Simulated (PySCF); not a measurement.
## Computed structure and properties of [Er(H2O)9]3+

System: [Er(H2O)9]3+ (singlet in the valence; each metal's 4f electrons, 11 of them, lie in its core potential, out of spins and levels); start: displaced along the imaginary mode (D3). Method: PySCF 2.14.0, RKS BP86, Er lcecp-1-SVP with ECP57, O def2-SVP, H def2-SVP; non-relativistic Hamiltonian with scalar-relativistic core potentials where named; density fitting; no spin-orbit coupling.

Input of the relaxation:

```python
mol = gto.M(atom='''
Er     0.00000     0.00000     0.00000
O      1.73660     0.00279     1.79387
H      1.69298    -0.25002     2.77374
H      2.70001     0.21561     1.60485
O     -0.87072     1.50254     1.79387
H     -0.62997     1.59117     2.77374
H     -1.53673     2.23047     1.60485
O     -0.86588    -1.50533     1.79387
H     -1.06301    -1.34116     2.77374
H     -1.16328    -2.44608     1.60485
O      1.73660    -0.00283    -1.79387
H      2.70001    -0.21566    -1.60485
H      1.69299     0.24998    -2.77374
O     -0.86585     1.50535    -1.79387
H     -1.16323     2.44611    -1.60485
H     -1.06298     1.34118    -2.77374
O     -0.87075    -1.50252    -1.79387
H     -1.53678    -2.23044    -1.60485
H     -0.63000    -1.59116    -2.77374
O      1.20776     2.09185     0.00000
H      1.40426     2.65954     0.78324
H      1.60115     2.54586    -0.78324
O     -2.41547     0.00002    -0.00000
H     -3.00536    -0.11365     0.78324
H     -3.00536     0.11371    -0.78324
O      1.20771    -2.09187    -0.00000
H      1.60110    -2.54590     0.78324
H      1.40421    -2.65957    -0.78324''',
    basis={'Er': 'lcecp-1-SVP', 'O': 'def2-SVP', 'H': 'def2-SVP'},
    ecp={'Er': 'lcecp-1-SVP'},
    charge=3, spin=0)
mf = dft.RKS(mol, xc='B88,P86')
mf.grids.atom_grid = (50, 194)  # f atoms: unpruned, at least (60, 302)
mf = mf.density_fit()  # fitting sets: Er AutoAux, O def2-universal-JKFIT, H def2-universal-JKFIT
mf.conv_tol = 1e-08; mf.max_cycle = 55
mf.kernel(dm0)  # dm0: converged density of the start geometry
# quasi-Newton relaxation in Cartesian coordinates to a largest gradient under 0.00045 Eh/bohr, steps kept in the point group
```

Run from Python with OMP_NUM_THREADS=4; the lines above give its settings. Where DIIS fails, smearing, a level shift and second-order steps follow.
It took 11 min on 4 threads of Arm Neoverse N1, with other jobs on the host, from the converged density of the start.

Course of the relaxation:

| step | energy above end (eV) | largest force component within the symmetry (eV/Å) |
| --- | --- | --- |
| 0 | 0.6553 | 1.345 |
| 1 | 0.3965 | 0.119 |
| 2 | 0.3525 | 0.077 |
| 3 | 0.3192 | 0.821 |
| 4 | 0.2635 | 0.345 |
| 5 | 0.2264 | 0.262 |
| 6 | 0.1349 | 0.179 |
| 7 | 0.0801 | 0.281 |
| 16 | 0.0022 | 0.040 |
| 17 | 0.0006 | 0.028 |
| 18 | 0.0003 | 0.013 |
| 19 | 0.0002 | 0.013 |
| 20 | 0.0001 | 0.018 |
| 21 | 0.0000 | 0.009 |
(The steps between are left out.)

Relaxed geometry (D3):

```xyz
28

Er    0.0000    0.0000    0.0000
O     1.7192    0.0053    1.7274
H     1.7834   -0.5207    2.5536
H     2.4615    0.6462    1.7676
O    -0.8642    1.4863    1.7274
H    -0.4408    1.8048    2.5536
H    -1.7904    1.8087    1.7676
O    -0.8550   -1.4916    1.7274
H    -1.3426   -1.2841    2.5536
H    -0.6712   -2.4548    1.7676
O     1.7192   -0.0053   -1.7274
H     2.4615   -0.6462   -1.7676
H     1.7834    0.5206   -2.5536
O    -0.8550    1.4916   -1.7274
H    -0.6712    2.4548   -1.7676
H    -1.3426    1.2841   -2.5536
O    -0.8643   -1.4862   -1.7274
H    -1.7904   -1.8087   -1.7676
H    -0.4408   -1.8048   -2.5536
O     1.2426    2.1522    0.0000
H     1.0357    2.9590    0.5191
H     2.0448    2.3764   -0.5191
O    -2.4852    0.0000    0.0000
H    -3.0804   -0.5826    0.5191
H    -3.0804    0.5826   -0.5191
O     1.2426   -2.1522    0.0000
H     2.0447   -2.3764    0.5191
H     1.0356   -2.9590   -0.5191
```

```
      contact      Å
 Er1–O2 (H2O)  2.437
 Er1–O5 (H2O)  2.437
 Er1–O8 (H2O)  2.437
Er1–O11 (H2O)  2.437
Er1–O14 (H2O)  2.437
Er1–O17 (H2O)  2.437
Er1–O20 (H2O)  2.485
Er1–O23 (H2O)  2.485
Er1–O26 (H2O)  2.485
```

On the finer grid (75, 302):

```
HOMO                                                          : -18.86 eV
LUMO                                                          : -11.50 eV
Dipole about the centre of mass                               : 0.00 D
Set of Mulliken populations of Er1 outside the core potential : s 2.33, p 6.63, d 1.53, f 0.05
D3(BJ) dispersion energy (not in the energies)                : -1.103 eV
```

| atom | Mulliken (e) | Löwdin (e) | spin (e) |
| --- | --- | --- | --- |
| Er1 | 0.46 | 0.26 | 0.00 |
| O2 | -0.25 | 0.00 | 0.00 |
| H3 | 0.27 | 0.16 | 0.00 |
| H4 | 0.27 | 0.15 | 0.00 |
| O5 | -0.25 | 0.00 | 0.00 |
| H6 | 0.27 | 0.16 | 0.00 |
| H7 | 0.27 | 0.15 | 0.00 |
| O8 | -0.25 | 0.00 | 0.00 |
| H9 | 0.27 | 0.16 | 0.00 |
| H10 | 0.27 | 0.15 | 0.00 |
| O11 | -0.25 | 0.00 | 0.00 |
| H12 | 0.27 | 0.15 | 0.00 |
| H13 | 0.27 | 0.16 | 0.00 |
| O14 | -0.25 | 0.00 | 0.00 |
| H15 | 0.27 | 0.15 | 0.00 |
| H16 | 0.27 | 0.16 | 0.00 |
| O17 | -0.25 | 0.00 | 0.00 |
| H18 | 0.27 | 0.15 | 0.00 |
| H19 | 0.27 | 0.16 | 0.00 |
| O20 | -0.26 | -0.01 | 0.00 |
| H21 | 0.26 | 0.15 | 0.00 |
| H22 | 0.26 | 0.15 | 0.00 |
| O23 | -0.26 | -0.01 | 0.00 |
| H24 | 0.26 | 0.15 | 0.00 |
| H25 | 0.26 | 0.15 | 0.00 |
| O26 | -0.26 | -0.01 | 0.00 |
| H27 | 0.26 | 0.15 | 0.00 |
| H28 | 0.26 | 0.15 | 0.00 |

The 4f levels lie in the core potential and are missing. Their spin isn't counted.

On the grid (50, 194), as all that follows. Harmonic modes: a minimum within the noise of the softest modes; lowest 55 cm⁻¹ (negative: unstable), highest 3712 cm⁻¹, zero-point energy 5.942 eV.

Taking off one H2O (charge 0, singlet; the rest: singlet) in vacuum, both parts rigid, costs 1.81 eV; the small basis without counterpoise inflates it. Parting with an electron moved from the ligand to the metal can be far cheaper, even downhill.

Rigid scan of H2O along the line from its metal, all other atoms held (where the atom bridges, its other bond changes as well):

```csv
distance to O2 (Å),energy (eV)
2.14,0.309
2.24,0.115
2.34,0.024
2.44,0.000
2.54,0.018
2.64,0.062
2.84,0.184
```

One start shape was tried, so this needn't be the lowest isomer.

An lcecp potential fixes the number of 4f electrons, so in runs with it no electron can move into or out of that shell.
